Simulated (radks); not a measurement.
Correlation energies from several functionals, in hartree. Species: Te4+ [Kr] 4d10 5s2; Al3+ [Ne]; Ag+ [Kr] 4d10; Ga+ [Ar] 3d10 4s2. All-electron calculation, non-relativistic Kohn-Sham, exchange-only B88, spin-polarised, spherical densities, point nucleus. Program: a radial shooting solver on a logarithmic mesh with Libxc functionals. Every spin shell is full or empty, so the densities are truly spherical. Functionals are evaluated on that one density, not self-consistently.

PW92: Te4+ -4.7778; Al3+ -0.84868; Ag+ -4.4092; Ga+ -2.7128
VWN5: Te4+ -4.7986; Al3+ -0.85306; Ag+ -4.4287; Ga+ -2.7255
PZ: Te4+ -4.7769; Al3+ -0.84581; Ag+ -4.4069; Ga+ -2.7090
Wigner: Te4+ -2.5931; Al3+ -0.53208; Ag+ -2.4682; Ga+ -1.5953
Chachiyo: Te4+ -4.7180; Al3+ -0.83359; Ag+ -4.3500; Ga+ -2.6720
PBE: Te4+ -2.6442; Al3+ -0.38226; Ag+ -2.4540; Ga+ -1.4298
PBEsol: Te4+ -2.9916; Al3+ -0.45059; Ag+ -2.7769; Ga+ -1.6398
P86: Te4+ -2.9994; Al3+ -0.43113; Ag+ -2.7759; Ga+ -1.6270
PW91: Te4+ -2.8636; Al3+ -0.42319; Ag+ -2.6510; Ga+ -1.5540
OP (B88): Te4+ -2.4455; Al3+ -0.42404; Ag+ -2.2801; Ga+ -1.4029
revTPSS: Te4+ -2.6756; Al3+ -0.39482; Ag+ -2.4852; Ga+ -1.4571
r2SCAN: Te4+ -2.6547; Al3+ -0.37539; Ag+ -2.4619; Ga+ -1.4590
Tao-Mo: Te4+ -2.5586; Al3+ -0.34608; Ag+ -2.3689; Ga+ -1.3650
